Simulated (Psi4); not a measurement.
benzonitrile (C7H5N), singlet, at a GFN2-xTB geometry; Psi4 with CCSD/STO-3G.

Input for Psi4:
```
memory 2 GB

molecule mol {
0 1
N     3.119550    0.555099    0.020989
C     1.990922    0.354269    0.013396
C     0.598413    0.106483    0.004026
C    -0.297591    1.172263    0.091701
C    -1.656572    0.922704    0.081966
C    -2.125845   -0.378277   -0.014303
C    -1.235393   -1.437306   -0.101424
C     0.126265   -1.202749   -0.092854
H     0.079333    2.181717    0.166310
H    -2.353095    1.745007    0.149647
H    -3.188909   -0.567441   -0.021456
H    -1.604569   -2.449242   -0.176276
H     0.829201   -2.020051   -0.160197
}

set {
  basis sto-3g
  reference rhf
}

energy('ccsd')
print_variables()
```

Question: Predict the main parts of the log of this Psi4 run.

Answer: 
```
   => Loading Basis Set <=

    Name: STO-3G
    Role: ORBITAL
    Keyword: BASIS

         ---------------------------------------------------------
                                   SCF
               by Justin Turney, Rob Parrish, Andy Simmonett
                          and Daniel G. A. Smith
                              RHF Reference
         ---------------------------------------------------------

  ==> Geometry <==

    Molecular point group: c1
    Full point group: C1

    Geometry (in Angstrom), charge = 0, multiplicity = 1:

       Center              X                  Y                   Z               Mass
    ------------   -----------------  -----------------  -----------------  -----------------
         N            3.059391873480     0.544394254549     0.020584252349    14.003074004430
         C            1.930763873480     0.343564254549     0.012991252349    12.000000000000
         C            0.538254873480     0.095778254549     0.003621252349    12.000000000000
         C           -0.357749126520     1.161558254549     0.091296252349    12.000000000000
         C           -1.716730126520     0.911999254549     0.081561252349    12.000000000000
         C           -2.186003126520    -0.388981745451    -0.014707747651    12.000000000000
         C           -1.295551126520    -1.448010745451    -0.101828747651    12.000000000000
         C            0.066106873480    -1.213453745451    -0.093258747651    12.000000000000
         H            0.019174873480     2.171012254549     0.165905252349     1.007825032230
         H           -2.413253126520     1.734302254549     0.149242252349     1.007825032230
         H           -3.249067126520    -0.578145745451    -0.021860747651     1.007825032230
         H           -1.664727126520    -2.459946745451    -0.176680747651     1.007825032230
         H            0.769042873480    -2.030755745451    -0.160601747651     1.007825032230

  Running in c1 symmetry.

  Rotational constants: A =      0.19103  B =      0.05255  C =      0.04122 [cm^-1]
  Rotational constants: A =   5727.02905  B =   1575.54224  C =   1235.61631 [MHz]
  Nuclear repulsion =  301.874755139008300

  Charge       = 0
  Multiplicity = 1
  Electrons    = 54
  Nalpha       = 27
  Nbeta        = 27

  ==> Algorithm <==

  SCF Algorithm Type is PK.
  DIIS enabled.
  MOM disabled.
  Fractional occupation disabled.
  Guess Type is SAD.
  Energy threshold   = 1.00e-08
  Density threshold  = 1.00e-08
  Integral threshold = 1.00e-12

  ==> Primary Basis <==

  Basis Set: STO-3G
    Blend: STO-3G
    Number of shells: 29
    Number of basis functions: 45
    Number of Cartesian functions: 45
    Spherical Harmonics?: true
    Max angular momentum: 1

  ==> Integral Setup <==

  Using in-core PK algorithm.
   Calculation information:
      Number of atoms:                  13
      Number of AO shells:              29
      Number of primitives:             87
      Number of atomic orbitals:        45
      Number of basis functions:        45

      Integral cutoff                 1.00e-12
      Number of threads:                 1

  Performing in-core PK
  Using 1072260 doubles for integral storage.
  We computed 82585 shell quartets total.
  Whereas there are 94830 unique shell quartets.

  ==> DiskJK: Disk-Based J/K Matrices <==

    J tasked:                  Yes
    K tasked:                  Yes
    wK tasked:                  No
    Schwarz Cutoff:          1E-12

  Minimum eigenvalue in the overlap matrix is 1.4746565592E-01.
  Reciprocal condition number of the overlap matrix is 5.7566035167E-02.
    Using symmetric orthogonalization.

  ==> Pre-Iterations <==

  SCF Guess: Superposition of Atomic Densities via on-the-fly atomic UHF (no occupation information).

   -------------------------
    Irrep   Nso     Nmo
   -------------------------
     A         45      45
   -------------------------
    Total      45      45
   -------------------------

  ==> Iterations <==

                        Total Energy        Delta E     RMS |[F,P]|

   @RHF iter SAD:  -313.54186958479926   -3.13542e+02   0.00000e+00
   @RHF iter   1:  -318.32164952473369   -4.77978e+00   9.76600e-03 ADIIS/DIIS
   @RHF iter   2:  -318.35326758891699   -3.16181e-02   9.20295e-03 ADIIS/DIIS
   @RHF iter   3:  -318.44157738391448   -8.83098e-02   4.78788e-04 ADIIS/DIIS
   @RHF iter   4:  -318.44201969242050   -4.42309e-04   1.70791e-04 ADIIS/DIIS
   @RHF iter   5:  -318.44207065271468   -5.09603e-05   4.49699e-05 DIIS
   @RHF iter   6:  -318.44207436831857   -3.71560e-06   1.36350e-05 DIIS
   @RHF iter   7:  -318.44207484186677   -4.73548e-07   4.68782e-06 DIIS
   @RHF iter   8:  -318.44207491877222   -7.69055e-08   2.37596e-06 DIIS
   @RHF iter   9:  -318.44207495714801   -3.83758e-08   1.00590e-06 DIIS
   @RHF iter  10:  -318.44207496357353   -6.42552e-09   1.56967e-07 DIIS
   @RHF iter  11:  -318.44207496368170   -1.08173e-10   3.45046e-08 DIIS
   @RHF iter  12:  -318.44207496368415   -2.44427e-12   9.44944e-09 DIIS
  Energy and wave function converged.

  ==> Post-Iterations <==

    Orbital Energies [Eh]
    ---------------------

    Doubly Occupied:

[...]
    Virtual:

[...]
    Final Occupation by Irrep:
              A
    DOCC [    27 ]
    NA   [    27 ]
    NB   [    27 ]

  @RHF Final Energy:  -318.44207496368415

   => Energetics <=

    Nuclear Repulsion Energy =            301.8747551390083004
    One-Electron Energy =               -1030.2561588152852892
    Two-Electron Energy =                 409.9393287125927827
    Total Energy =                       -318.4420749636841492

Computation Completed

Properties will be evaluated at   0.000000,   0.000000,   0.000000 [a0]

Properties computed using the SCF density matrix

 Multipole Moments:

 ------------------------------------------------------------------------------------
     Multipole            Electronic (a.u.)      Nuclear  (a.u.)        Total (a.u.)
[...]
	Starting second half-transformation.
	Two-electron integral transformation complete.
	(VV|OV)...
	Starting second half-transformation.
	Two-electron integral transformation complete.
	(VV|VV)...
	Starting second half-transformation.
	Two-electron integral transformation complete.
	Frozen core energy     =      0.00000000000000

	Size of irrep 0 of <ab|cd> integrals:      0.105 (MW) /      0.840 (MB)
	Total:                                     0.105 (MW) /      0.840 (MB)

	Size of irrep 0 of <ia|bc> integrals:      0.157 (MW) /      1.260 (MB)
	Total:                                     0.157 (MW) /      1.260 (MB)

	Size of irrep 0 of tijab amplitudes:       0.236 (MW) /      1.890 (MB)
	Total:                                     0.236 (MW) /      1.890 (MB)

	Nuclear Rep. energy          =    301.87475513900830
	SCF energy                   =   -318.44207496368415
	One-electron energy          =  -1030.25615941493470
	Two-electron energy          =    409.93932931224157
	Reference energy             =   -318.44207496368477

            **************************
            *                        *
            *        CCENERGY        *
            *                        *
            **************************

    Nuclear Rep. energy (wfn)     =  301.874755139008300
    SCF energy          (wfn)     = -318.442074963684149
    Reference energy    (file100) = -318.442074963684775

    Input parameters:
    -----------------
    Wave function   =     CCSD
    Reference wfn   =     RHF
    Brueckner       =     No
    Maxiter         =     50
    R_Convergence   =     1.0e-07
    E_Convergence   =     1.0e-06
    Restart         =     Yes
    DIIS            =     Yes
    AO Basis        =     NONE
    ABCD            =     NEW
    Cache Level     =     2
    Cache Type      =     LOW
    Print Level     =     1
    Num. of threads =     1
    # Amps to Print =     10
    Print MP2 Amps? =     No
    Analyze T2 Amps =     No
    Print Pair Ener =     No
    Local CC        =     No
    SCS-MP2         =     False
    SCSN-MP2        =     False
    SCS-CCSD        =     False

MP2 correlation energy -0.4908894236468092
                Solving CC Amplitude Equations
                ------------------------------
  Iter             Energy              RMS        T1Diag      D1Diag    New D1Diag    D2Diag
  ----     ---------------------    ---------   ----------  ----------  ----------   --------
     0        -0.490889423646809    0.000e+00    0.000000    0.000000    0.000000    0.168561
     1        -0.524022638644933    9.874e-02    0.003119    0.012764    0.012764    0.183954
     2        -0.552217355173239    4.636e-02    0.003165    0.012868    0.012868    0.208971
     3        -0.560040324710373    1.982e-02    0.003746    0.016277    0.016277    0.223352
     4        -0.561460862759561    7.342e-03    0.003738    0.017132    0.017132    0.230316
     5        -0.561543945849667    2.095e-03    0.003745    0.017385    0.017385    0.231627
     6        -0.561451654334218    8.096e-04    0.003744    0.017404    0.017404    0.231765
     7        -0.561431148452019    3.546e-04    0.003739    0.017404    0.017404    0.231834
     8        -0.561444818911574    1.526e-04    0.003739    0.017407    0.017407    0.231889
     9        -0.561447227895279    6.197e-05    0.003738    0.017405    0.017405    0.231896
    10        -0.561445197514239    2.539e-05    0.003738    0.017403    0.017403    0.231894
    11        -0.561445532475323    9.044e-06    0.003738    0.017402    0.017402    0.231895
    12        -0.561445408302967    2.945e-06    0.003738    0.017402    0.017402    0.231894
    13        -0.561445614643672    1.289e-06    0.003738    0.017402    0.017402    0.231894
    14        -0.561445687818277    4.708e-07    0.003738    0.017402    0.017402    0.231894
    15        -0.561445699085676    1.585e-07    0.003738    0.017402    0.017402    0.231894
    16        -0.561445698237450    6.348e-08    0.003738    0.017402    0.017402    0.231894

    Iterations converged.

    Largest TIA Amplitudes:
             26   0        -0.0159069804
             22   5         0.0067326659
             20   5         0.0063694502
             20   6         0.0058672000
             22   6         0.0057883490
             26   3        -0.0057023451
             20  11         0.0053634559
             23   3        -0.0051949372
             24   2        -0.0050694267
             20   8         0.0039272979

    Largest TIjAb Amplitudes:
     25  25   1   1        -0.1451423457
     26  26   0   0        -0.1289190451
     24  24   2   2        -0.1158311653
     25  26   0   1         0.0847394651
     26  25   1   0         0.0847394651
     23  23   3   3        -0.0607932189
     23  26   0   3        -0.0552318830
     26  23   3   0        -0.0552318830
     19  26   0   4        -0.0536131832
     26  19   4   0        -0.0536131832

    SCF energy       (wfn)                    = -318.442074963684149
    Reference energy (file100)                = -318.442074963684775

    Opposite-spin MP2 correlation energy      =   -0.380422952261219
    Same-spin MP2 correlation energy          =   -0.110466471385590
    Singles MP2 correlation energy            =   -0.000000000000000
    MP2 correlation energy                    =   -0.490889423646809
      * MP2 total energy                      = -318.932964387331594

    Opposite-spin CCSD correlation energy     =   -0.473384476992530
    Same-spin CCSD correlation energy         =   -0.088061221244920
    Singles CCSD correlation energy           =    0.000000000000000
    CCSD correlation energy                   =   -0.561445698237450
      * CCSD total energy                     = -319.003520661922209

  Variable Map:
  ----------------------------------------------------------------------------
[...]
  Array Variable Map:
  ----------------------------------------------------------------------------
[...]
[...]
```
